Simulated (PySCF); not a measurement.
# InF: frontier orbitals

PBE0 at R = 2.010 Å; In cc-pVTZ-PP with ECP28, F cc-pVTZ; scalar-relativistic core potentials (PySCF 2.14). State: ³Π (triplet), unpaired electrons σ ↑, π ↑, a second solution, started from another occupation. Only the outer orbitals are listed, counted within each symmetry, core potentials removing the inner ones.

```json
{"spin": "α", "orbital": "6σ", "occ.": "1", "ε (eV)": "-12.71", "on In (%)": "33", "main shells (%)": "66 F p, 30 In s"}
{"spin": "α", "orbital": "3π", "occ.": "1", "ε (eV)": "-10.78", "on In (%)": "5", "main shells (%)": "95 F p"}
{"spin": "α", "orbital": "3π", "occ.": "1", "ε (eV)": "-10.73", "on In (%)": "5", "main shells (%)": "95 F p"}
{"spin": "α", "orbital": "7σ", "occ.": "1", "ε (eV)": "-9.34", "on In (%)": "78", "main shells (%)": "64 In s, 22 F p, 13 In p"}
{"spin": "α", "orbital": "4π", "occ.": "1", "ε (eV)": "-4.15", "on In (%)": "98", "main shells (%)": "96 In p"}
{"spin": "α", "orbital": "4π", "occ.": "0", "ε (eV)": "-2.44", "on In (%)": "98", "main shells (%)": "96 In p"}
{"spin": "α", "orbital": "8σ", "occ.": "0", "ε (eV)": "-0.65", "on In (%)": "98", "main shells (%)": "82 In p, 11 In d"}
{"spin": "α", "orbital": "9σ", "occ.": "0", "ε (eV)": "1.41", "on In (%)": "100", "main shells (%)": "92 In s"}
{"spin": "β", "orbital": "6σ", "occ.": "1", "ε (eV)": "-11.22", "on In (%)": "32", "main shells (%)": "67 F p, 27 In s"}
{"spin": "β", "orbital": "3π", "occ.": "1", "ε (eV)": "-10.52", "on In (%)": "5", "main shells (%)": "95 F p"}
{"spin": "β", "orbital": "3π", "occ.": "1", "ε (eV)": "-10.39", "on In (%)": "5", "main shells (%)": "95 F p"}
{"spin": "β", "orbital": "7σ", "occ.": "0", "ε (eV)": "-5.66", "on In (%)": "81", "main shells (%)": "70 In s, 19 F p, 10 In p"}
{"spin": "β", "orbital": "4π", "occ.": "0", "ε (eV)": "-1.36", "on In (%)": "98", "main shells (%)": "98 In p"}
{"spin": "β", "orbital": "4π", "occ.": "0", "ε (eV)": "-0.79", "on In (%)": "98", "main shells (%)": "98 In p"}
```

Task: Which are the highest filled and the lowest empty level, where do they sit, and how wide is the gap?

Result: Highest filled α 4π at -4.15 eV (in %: 96 In p); lowest empty β 7σ at -5.66 eV (in %: 70 In s, 19 F p, 10 In p); the gap at PBE0 is -1.51 eV.

```json
{
  "bond order (Mayer)": "0.98",
  "⟨S²⟩": "2.005",
  "charge on In (Mulliken, basis-dependent)": "0.38",
  "charge on In (Löwdin, basis-dependent)": "0.22",
  "dipole moment (positive dipole means In(−)F(+))": "-2.78 D"
}
```

Spin–orbit coupling is left out. Counting both spins, an empty level lies below a filled one in this solution, because spin and occupation are held.
